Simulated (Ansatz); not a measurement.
Gas-phase electronic energies from Ansatz, PBE0-D4/def2-TZVP geometries. CBS: MP2 limit from def2 TZ/QZ plus the TZ coupled-cluster correction, frozen cores. This one scheme is used for every species, atoms too. Functionals use def2-TZVPP. B3LYP here is the variant with VWN-RPA as its local correlation; programs differ in this. Open shells (•) are unrestricted, without spin–orbit coupling. Spin–orbit coupling would lower the free atoms: a little for Al, B, C, F, Si.

Reaction (atomization): `FB1C[Si]1(F)[AlH2]` → Al• + B• + C• + 2 F• + 4 H• + Si•

What is ΔE at CCSD(T)/CBS? (Best estimate.)

The calculation gave: +3568.3 kJ/mol.

What do these levels give: PBE0-D4, B3LYP-D4, ωB97X-V, ωB97M-V, B2PLYP, PBE, B3LYP, HF/def2-TZVPP, MP2/def2-TZVPP, HF/def2-QZVPP, MP2/def2-QZVPP, SCS-MP2/def2-QZVPP? (Best estimate.)

The calculation gave: PBE0-D4 3579.8, B3LYP-D4 3561.7, ωB97X-V 3591.0, ωB97M-V 3583.2, B2PLYP 3530.3, PBE 3632.7, B3LYP 3526.3, HF/def2-TZVPP 2645.0, MP2/def2-TZVPP 3566.0, HF/def2-QZVPP 2652.9, MP2/def2-QZVPP 3625.7, SCS-MP2/def2-QZVPP 3580.6 kJ/mol.

Largest T1 diagnostic among the species: 0.018.

From PBE to PBE0 (25 % exact exchange), in def2-TZVPP and without D4, ΔE moves by −71.5 kJ/mol: exact exchange takes away binding that semilocal exchange gives to molecules. The D4 term adds +35.4 kJ/mol with B3LYP and +18.6 kJ/mol with PBE0; it sums over pairs of atoms, weighted by their polarisabilities, and B3LYP, whose exchange is more repulsive, gets the larger term.

For atomizations the MP2-based limit and the directly extrapolated one differ by several kJ/mol either way, and by 10 to 25 for some Ge, Se and Sn compounds, so smaller differences from it don't rank the levels.
